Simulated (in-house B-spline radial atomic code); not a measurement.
Configurations of Fe, with energies counted from [Ar] 3d6 4s2. Method: scalar-relativistic (X2C) B97-1, spin-polarised, spherical fractional occupations, Fermi nucleus of rms radius 3.7377 fm. Calculated with a radial B-spline atomic code at the basis-set limit. Shells without spins written out take the highest spin.

Caution: exact exchange at fractional occupations of open shells leaves self-interaction of up to several eV.

Occupations are held fixed; configurations that lie above the ionisation limit could autoionise.

```tsv
configuration	E - E(ref) (eV)	highest orbital	its <r> (bohr)
[Ar] 3d6 4s1 5s1	5.5317	5s up	8.219
[Ar] 3d(3 up, 3 down) 4s2	7.5526	4s up	3.01
[Ar] 3d(0 up, 5 down) 4s2 4f(1 up, 0 down)	8.5365	4f up	19.27
[Ne] 3s2 3p5 3d6 4s2 4p1	61.153	4p up	3.653
```

Order these further configurations by energy, lowest first.
A. [Ne] 3s2 3p(2 up, 3 down) 3d(1 up, 5 down) 4s2 5p(0 up, 1 down)
B. [Ne] 3s2 3p(2 up, 3 down) 3d(5 up, 1 down) 4s2 4p(0 up, 1 down)
C. [Ar] 3d5 4s2 5p1
D. [Ar] 3d6 4s1 4p1
E. [Ar] 3d7 4s1

E (1.6861 eV), D (3.7072 eV), C (7.5095 eV), A (64.549 eV), B (67.401 eV).
